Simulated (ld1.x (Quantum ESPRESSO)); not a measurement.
Values are calculated unless marked as measured or tabulated.
Potentials for tellurium compared

Generated with ld1.x 7.5 (TM, RRKJ, ultrasoft, PAW), atompaw 4.2 or ONCVPSP 4.0.1. The cutoff is in Ry: for ld1.x and atompaw files where the sum of valence levels is converged to 10 mRy in a Bessel basis, for ONCV files where the hardest occupied wave has 1 mHa per electron of residual kinetic energy. The error is the largest all-electron minus pseudo excitation energy over each file’s own four to seven test configurations (ionisations up to +4, promotions, holes and added fractions of an electron), all of which were solved. The labels leave out finer settings (local radius, basis sizes, second energies), which also bear on the numbers. Spin-polarised tests are not counted. The rows are a selection from randomly drawn settings: files with unsolved tests, undetermined cutoffs or missed reference levels are left out.

A true bound ghost makes a file unfit for plane-wave use even where its test errors are small: the radial tests pick states by their node count and pass the ghost by.

| potential | cutoff (Ry) | largest error (meV) | bound ghosts |
| --- | --- | --- | --- |
| TM semilocal, Wu–Cohen, scalar-relativistic, rc 1.40/1.70/1.25 (spd), local p, core correction no, reference 4d10 5s2 5p4 | 110 | -33 | none |
| TM, BLYP, scalar-relativistic, rc 1.45/1.65/1.65 (spd), local smoothed, core correction yes, reference 5s2 5p4 | 60 | -65 | d, s |
| TM, PBE, non-relativistic, rc 1.45/1.80 (sp), local p, core correction yes, reference 5s1.5 5p4.5 | 50 | -251 | s |
| TM, PBEsol, non-relativistic, rc 1.65/2.15/1.25/2.35 (spdf), local s, core correction yes, reference 4d10 5s2 5p3.5 | 110 | -501 | none |
| RRKJ, PBE, scalar-relativistic, rc 1.85/2.20 (sp), local p, core correction yes, reference 5s2 5p3 | 40 | -49 | none |

Fill in the row for Te: PAW, LDA (PZ), scalar-relativistic, rc 1.75/1.95/1.30 (spd), local smoothed, core correction yes, reference 4d10 5s2 5p3.5.

cutoff 90 Ry, largest error -115 meV, bound ghosts: s.

Fill in the row for Te: TM, LDA (PZ), non-relativistic, rc 1.90/2.05/1.55 (spd), local smoothed, core correction yes, reference 5s2 5p3.

cutoff 25 Ry, largest error -87 meV, bound ghosts: d.
